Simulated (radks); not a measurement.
Results of a calculation; reference values are marked as such.
Task: These are the eigenvalues of the occupied orbitals of an atom or ion with whole-number occupations (eV). Level of theory: scalar-relativistic Kohn-Sham, Slater X-alpha with alpha = 0.967, spin-polarised, spherical densities, finite nucleus; Fermi nuclear charge, rms radius of each element as measured or else 0.836 A^(1/3) + 0.57 fm (a radial shooting solver on a logarithmic mesh with Libxc functionals).

orbital  eigenvalue
1s down   -18944.70
1s up     -18944.66
2s up     -2679.002
2s down   -2678.446
2p up     -2402.251
2p down   -2401.833
3s up     -460.3194
3s down   -459.9291
3p up     -368.5876
3p down   -368.1590
3d up     -217.3477
3d down   -216.7527
4s up      -70.5439
4s down    -66.8311
4p up      -46.3979
4p down    -42.2294
4d up      -13.3757

Which element is it, and in what charge state? The configuration may be excited. Open shells, if any, are filled with parallel spins first.

Result: Z = 41, niobium, charge +1: Nb+ in [Kr] 4d4. The list shows which subshells hold electrons but not how many an open one holds; the 1s level, -696.2 hartree, gives Z - s = 37.3 by -(Z - s)^2/2, which with screening and relativity narrows Z to a few neighbours, and the depths of the outer levels then fix element, charge and occupations together.
